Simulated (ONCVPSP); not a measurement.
# sulfur: one change to an ONCV potential, before and after

```
Element                 : sulfur
Generator               : ONCVPSP 4.0.1
Type                    : optimised norm-conserving Vanderbilt (ONCV)
Functional              : PBEsol
Relativity              : scalar-relativistic
Frozen core             : [Ne]
Valence charge          : 6
Reference configuration : 3s2 3p4
Partial waves           : 3s: rc 1.50 bohr, ncon 4, nbas 8, qcut 5.5 1/bohr, 2 projectors, debl 3.6 Ha; 3p: rc 1.10 bohr, ncon 4, nbas 7, qcut 6.6 1/bohr, 2 projectors, debl 2.2 Ha; d scattering state at 0.38 Ha: rc 1.60 bohr, ncon 3, nbas 6, qcut 6.4 1/bohr, 2 projectors, debl 0.7 Ha
Local potential         : polynomial inside 1.00 bohr (lpopt 4, dvloc0 0 Ha)
Core correction         : none
```

Change: s: qcut 3.5.

Cutoffs: the cutoffs (Ha) at which the residual kinetic energy of the hardest occupied pseudo-wave falls to 1 and 0.1 mHa per electron; they do not see the model core or the augmentation charge, which bear on the density cutoff. Errors are all-electron minus pseudo energies relative to the spin-unpolarised reference configuration.

Problem. Predict the effect on cutoff, ghosts and configuration errors.

Solution. The potential gets neither clearly harder nor softer (101 Ha and 125 Ha → 101 Ha and 125 Ha); both files keep a bound ghost (p); of the 4 tests that both files solve, the error grows in 2 and shrinks in 0 by more than 15 % and 0.3 meV (median size 4.9 → 6.1 meV).

```csv
quantity,base,changed
"cutoff, loose",101 Ha,101 Ha
"cutoff, tight",125 Ha,125 Ha
loose cutoff by channel,"s 13 Ha, p 101 Ha","s 63 Ha, p 101 Ha"
bound ghosts,p,p
GHOST(+) flags under 300 eV,s at 212.5 eV,s at 210.4 eV
"error for 3s2 3p3, meV [ΔE 11.73 eV]",+0.5,+0.7
"error for 3s2 3p2, meV [ΔE 33.97 eV]",+9.3,+11
"error for 3s2 3p1, meV [ΔE 67.97 eV]",+47,+57
"error for 3s2 3p3.5, meV [ΔE 4.64 eV]",0.0,0.0
s: phases at 1.52 bohr within 0.05 rad from the reference energy up to (Ha; the scan ends near 5),to the end of the scan,to the end of the scan
p: phases at 1.12 bohr within 0.05 rad from the reference energy up to (Ha; the scan ends near 5),to the end of the scan,to the end of the scan
d: phases at 1.62 bohr within 0.05 rad from the reference energy up to (Ha; the scan ends near 5),to the end of the scan,to the end of the scan
```

 A true bound ghost makes a file unfit for plane-wave use even where its test errors are small: the radial tests pick states by their node count and pass the ghost by.
